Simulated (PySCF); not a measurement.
**Dipole response of Ni (nickel, neutral)**

[Ar] 3d8 4s2, high-spin 3F determinant. Computed with PySCF 2.14 in def2-QZVPPD (11s6p5d4f2g, 100 functions), with no relativity, point nucleus. Coupled (time-dependent) response in atomic units; α is the mean over directions.

| method | mean α (bohr³) | C₆ (like pair) | S(−4) |
| --- | --- | --- | --- |
| UHF | 65.28 | 576.7 | 2462 |
| PBE | 49.37 | 400.1 | 1266 |

S(−4) is the Cauchy moment in α(ω) = α(0) + S(−4) ω² + …

Reference α: 49 ± 3 bohr³ (recommended; Schwerdtfeger and Nagle, table of static dipole polarizabilities (2023 update)). Published C₆: 373.0 (Chu and Dalgarno (2004); Tang, Norbeck and Certain (1976)).

Hartree-Fock lies above the reference because it lacks correlation, which contracts the outer shell.

α(iu) at UHF:

```csv
u (hartree),α(iu) (bohr³)
0,65.28
0.0500,59.86
0.100,48.49
0.200,28.59
0.300,17.82
0.500,8.982
0.750,5.159
1.00,3.520
1.50,2.089
2.00,1.449
3.00,0.8534
5.00,0.4140
```

A single London oscillator, α(iu) = α/(1 + u²/ω²), gives C₆ = (3/4) ω α². Matching the computed C₆ needs ω = 4 × 576.7 / (3 × 65.28²) = 0.180 hartree.
